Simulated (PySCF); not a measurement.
**State search for GaP**

Unrestricted PBE0; PySCF, no relativity, basis sets Ga def2-TZVPP, P def2-TZVPP. Outer shells of the fragments: Ga 3d10 4s2 4p1; P 3s2 3p3.

Followed along the bond (rough minima from three points):

```tsv
2Ms+1	unpaired	⟨S²⟩ at the start	R at minimum (Å)	Te (eV)
3	π ↑↑	2.01	2.46	0.00
3	σ ↑, π ↑	2.01	2.24	0.08
1	σ ↓, π ↑	1.02	2.23	0.25
1	π ↑↓	1.01	2.46	0.30
1	none	0.00	none in the scan	≤ 1.04
```

Solutions found at the starting distance of 2.270 Å, counted from the lowest of them; the search is not exhaustive and high or unbound solutions are not listed, so other states can lie among these:

```json
{"2Ms+1": "3", "unpaired": "σ ↑, π ↑", "term": "³Π", "E (eV)": "0.00", "⟨S²⟩": "2.01", "⟨Lz²⟩": "1.02", "μ (D)": "-2.34"}
{"2Ms+1": "3", "unpaired": "π ↑↑", "term": "³Σ⁻", "E (eV)": "0.07", "⟨S²⟩": "2.01", "⟨Lz²⟩": "0.00", "μ (D)": "-0.47"}
{"2Ms+1": "1", "unpaired": "σ ↓, π ↑", "term": "mixed", "E (eV)": "0.18", "⟨S²⟩": "1.02", "⟨Lz²⟩": "1.02", "μ (D)": "-2.42"}
{"2Ms+1": "1", "unpaired": "π ↑↓", "term": "mixed", "E (eV)": "0.36", "⟨S²⟩": "1.01", "⟨Lz²⟩": "2.03", "μ (D)": "-0.42"}
{"2Ms+1": "1", "unpaired": "none", "term": "¹Σ⁺", "E (eV)": "1.18", "⟨S²⟩": "0.00", "⟨Lz²⟩": "0.00", "μ (D)": "-3.65"}
{"2Ms+1": "1", "unpaired": "none", "term": "mixed", "E (eV)": "1.40", "⟨S²⟩": "0.00", "⟨Lz²⟩": "2.01", "μ (D)": "-0.18"}
{"2Ms+1": "5", "unpaired": "σ ↑, π ↑↑↑", "term": "⁵Π", "E (eV)": "2.10", "⟨S²⟩": "6.01", "⟨Lz²⟩": "1.00", "μ (D)": "0.62"}
{"2Ms+1": "3", "unpaired": "σ ↑, π ↑↑↓", "term": "mixed", "E (eV)": "2.59", "⟨S²⟩": "3.02", "⟨Lz²⟩": "3.04", "μ (D)": "0.54"}
{"2Ms+1": "3", "unpaired": "σ ↓, π ↑↑↑", "term": "mixed", "E (eV)": "2.73", "⟨S²⟩": "3.03", "⟨Lz²⟩": "1.01", "μ (D)": "0.82"}
{"2Ms+1": "1", "unpaired": "σ ↑, π ↑↓↓", "term": "mixed", "E (eV)": "2.92", "⟨S²⟩": "2.03", "⟨Lz²⟩": "3.04", "μ (D)": "0.89"}
```

A term symbol is given only where ⟨S²⟩ and ⟨Lz²⟩ are close to those of a pure state; real π, δ and φ orbitals otherwise mix terms. A positive dipole means Ga(−)P(+).

Problem. Compare the gap between the two lowest followed solutions at the starting distance with the gap between their minima.

Solution. At PBE0 the second solution (triplet, unpaired electrons σ ↑, π ↑) lies -0.07 eV from the first (triplet, unpaired electrons π ↑↑) at 2.270 Å and +0.08 eV at the minima; the two curves relax by different amounts, since their minima lie near 2.24 and 2.46 Å.

Spin–orbit coupling is left out.
